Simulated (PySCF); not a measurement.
C6H4O4 (charge +1 and doublet state).
Z-matrix (Å and degrees, GFN2-xTB geometry), rows numbered from 1:
```
O 
C   1  1.1690
O   2  1.4238  1  124.11
C   3  1.3052  2  124.44  1    -1.33
C   4  1.4195  3  118.08  2  -170.29
C   5  1.3920  4  118.31  3  -177.10
C   6  1.3794  5  120.12  4    -1.27
C   7  1.4525  6  121.62  5     0.69
O   8  1.1842  7  128.71  6  -179.25
O   4  1.2934  3  119.77  2    11.44
H   2  1.0952  1  130.40  3  -178.80
H   5  1.0799  4  118.91  3     1.58
H   6  1.0817  5  119.65  4   178.88
H   7  1.0824  6  122.39  5  -178.11
```

The hyperfine couplings belong to this conformer and change with its torsions.

As a line formula: `[CH]1[C+](OC(=O)C=C1)OC=O` [radical] (charge +1).

Level of theory: UKS B3LYP, pcH-1 on C H O, non-relativistic, mean-field spin-orbit, GIAO in PySCF 2.14.0. Isolated species at its GFN2-xTB geometry (one conformer only). A GFN2-xTB geometry isn't a minimum of the functional, and hyperfine couplings can be far from their values at a DFT geometry, by a factor of two or more for some ions and for spin on atoms past the first row. The SCF solution wasn't tested for stability. ⟨S²⟩ is 0.774 where a pure state has 0.75.

Predict the first-order ENDOR lines of H14, H12 and H13 under fast tumbling at B = 338.3 mT (X band).

ν± = |νn ± a/2|, one line for each electron-spin manifold; νn = |g_N| × 7.62259 MHz/T × B.

| nuclei | isotope | g_N | νn (MHz) | a_iso (MHz) | lower line (MHz) | upper line (MHz) |
| --- | --- | --- | --- | --- | --- | --- |
| H14 | 1H | 5.5857 | 14.40 | -33.21 | 2.20 | 31.01 |
| H12 | 1H | 5.5857 | 14.40 | -28.10 | 0.35 | 28.46 |
| H13 | 1H | 5.5857 | 14.40 | 8.15 | 10.33 | 18.48 |

Which pairs are centred on the nuclear Larmor frequency, and which on half the coupling?

Centred on νn, since |a| < 2νn: H12 and H13. Centred on |a|/2 and split by 2νn: H14.

At what field would the lower line of H12 fall to zero frequency?

Where νn = |a|/2, that is B = 14.05 MHz/(5.5857 × 7.62259 MHz/T) = 330 mT, as far as first order holds there.

The SMILES draws the unpaired electron on C5; the largest computed Mulliken spin population is on C7 (0.50 against 0.40).
